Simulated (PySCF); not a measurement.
Species: C₆H₁₁P.
Structure used (GFN2-xTB), in Å, numbered top down from 1:
```
atom  x, y, z in Å
C1    -1.1059    1.6888   -0.4100
C2    -0.5872    0.3115   -0.1540
C3     0.6761   -0.0782   -0.0161
C4     1.9126    0.7578   -0.0795
C5     0.8797   -1.5588    0.1886
P6    -0.7722   -2.2598    0.6816
C7    -1.6165   -0.7891   -0.0847
H8    -1.6797    1.7026   -1.3370
H9    -1.7735    1.9923    0.3966
H10   -0.3045    2.4175   -0.4878
H11    1.6882    1.8025   -0.2733
H12    2.5681    0.3908   -0.8696
H13    2.4589    0.6893    0.8616
H14    1.2100   -2.0302   -0.7449
H15    1.6336   -1.7804    0.9475
H16   -0.7372   -1.6913    1.9664
H17   -1.9612   -1.0524   -1.0920
H18   -2.4980   -0.5065    0.4951
```

Definitions: NICS(0) = −σiso at the ring centroid; NICS(1) = −σiso and NICS(1)zz = −σzz at ±1 Å along the ring normal z. Level: GIAO PBE0/pcSseg-1 (PySCF, non-relativistic, gas phase) on the GFN2-xTB geometry, one conformer.

Ring bond lengths (Å), with Mayer bond orders in brackets: C2–C3 1.329 (1.78), C3–C5 1.509 (1.03), C5–P6 1.861 (0.99), P6–C7 1.861 (0.99), C7–C2 1.508 (1.03).

Problem. What do the NICS probes read (ppm)?

Solution. 
```
          ring                                                     type  NICS(0)  NICS(1), two faces  NICS(1)zz, two faces  rms pucker (Å)  centre to ring atoms, mean (Å)
C2–C3–C5–P6–C7  5-membered ring with P; formal bonds 1 double, 4 single     -3.1         -4.1 / -3.2           -1.8 / -1.9            0.13                            1.36
```

Problem. What do they say, and how far can they be read as aromaticity?

Solution. 
- C2–C3–C5–P6–C7: mean NICS(1)zz -1.9 ppm, near zero. C5, C7 have four or more neighbours, and the NICS criterion for π rings isn't applied.

Problem. At the first NICS(1) probe listed for ring C2–C3–C5–P6–C7, 1 Å off the ring, what do the in-plane components average?

Solution. The isotropic value is a third of the trace: (3 × -4.1 − (-1.8))/2 = -5.2 ppm.

Problem. What are the shieldings of the ring atoms and their hydrogens in the same run (means over atoms taken as equivalent)?

Solution. 
```json
{"atoms": "C2 (×2)", "environment": "fully substituted alkene carbon", "σ isotropic (ppm)": "46.5", "principal values of the symmetric part, first atom (ppm)": "-48.1, 51.7, 135.9"}
{"atoms": "C5 (×2)", "environment": "sp3 carbon bound to phosphorus", "σ isotropic (ppm)": "148.5", "principal values of the symmetric part, first atom (ppm)": "114.7, 148.5, 182.1"}
{"atoms": "P6", "environment": "phosphine phosphorus", "σ isotropic (ppm)": "407.4", "principal values of the symmetric part, first atom (ppm)": "332.9, 431.7, 457.6"}
{"atoms": "H14 (×4)", "environment": "methylene hydrogen", "σ isotropic (ppm)": "29.29", "principal values of the symmetric part, first atom (ppm)": "24.6, 27.7, 34.9"}
{"atoms": "H16", "environment": "P–H hydrogen", "σ isotropic (ppm)": "28.62", "principal values of the symmetric part, first atom (ppm)": "24.7, 26.6, 34.6"}
```
